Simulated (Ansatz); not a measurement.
Coupled-cluster diagnostics for InH3, Ansatz.

Geometry of the singlet (PBE0-D4/def2-TZVP):

Cartesian coordinates in Å:
```
In 0.0000 0.0000 -0.0002
H 1.3281 0.7439 -0.8103
H -1.4326 0.9055 0.3182
H 0.1045 -1.6493 0.4923
```

In the def2 sets In takes a core potential; there is no spin–orbit coupling. Correlated methods freeze 4 core orbitals; core or outer-core shells of In are correlated, in sets that lack core-valence functions.

Problem. Estimate the CCSD(T) correlation energy, the shares of MP2 and (T), T1 and the reference's ⟨S²⟩ for: charge 0, singlet, own geometry in def2-TZVPP; charge 0, singlet, own geometry in def2-TZVPD; charge 1, doublet, vertical in def2-TZVPP; charge -1, doublet, vertical in def2-TZVPD; and the rough time on 4 threads of Arm Neoverse V2 on a shared host.

Solution. 
| state | basis | correlation (eV) | MP2 share (%) | (T) share (%) | T1 | ⟨S²⟩ (pure) | wall time | remarks |
| --- | --- | --- | --- | --- | --- | --- | --- | --- |
| charge 0, singlet, own geometry | def2-TZVPP | -8.842 | 93.7 | 2.3 | 0.014 | 0.00 (0.00) | 0.95 s | – |
| charge 0, singlet, own geometry | def2-TZVPD | -8.612 | 93.3 | 2.2 | 0.015 | 0.00 (0.00) | 0.75 s | – |
| charge 1, doublet, vertical | def2-TZVPP | -8.113 | 92.8 | 2.5 | 0.024 | 0.87 (0.75) | 3.2 s | spin-contaminated |
| charge -1, doublet, vertical | def2-TZVPD | -9.105 | 93.2 | 2.6 | 0.018 | 0.76 (0.75) | 2.6 s | – |
Customary marks for T1 are 0.02 (closed shells), 0.045 (open shells) and about 0.05 (3d metals). T1 exceeds 0.02 in 1 of 4 rows and 0.045 in 0; the higher it lies, the less the single-reference result can be trusted.
